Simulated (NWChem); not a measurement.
C$_{3}$H$_{3}$F$_{3}$; SMILES C=C(F)C(F)F

```xyz
9

C     -1.3493    -1.1113    -0.2231
C     -0.0849    -0.7185    -0.1777
F      0.9448    -1.5588    -0.4075
C      0.4196     0.6591     0.1495
F     -0.6269     1.4848     0.4272
F      1.0973     1.1636    -0.9245
H     -2.1412    -0.4016    -0.0230
H     -1.6076    -2.1362    -0.4637
H      1.1057     0.6580     1.0046
```
Atoms are numbered in this order, from 1.

Results from NWChem. Pople sets run with spherical d functions. Coordinates come from a B3LYP/6-31G* (spherical d) optimisation. Isolated, static molecule.

GIAO at B3LYP/6-31G*: principal shieldings of C1 are 10.3, 112.4, 177.4 ppm; an isolated tetramethylsilane molecule has σ = 190.2 ppm at the same levels.

Find the isotropic 13C shift, its principal values, the span and the skew.


1. σ(iso) = one third of the sum = 100.0 ppm.
2. δ = σ(reference) − σ = 90.2 ppm against tetramethylsilane.
3. δ11, δ22, δ33 = 179.9, 77.8, 12.8 ppm.
4. Span Ω = δ11 − δ33 = 167.1 ppm; skew κ = 3(δ22 − δ(iso))/Ω = -0.22.
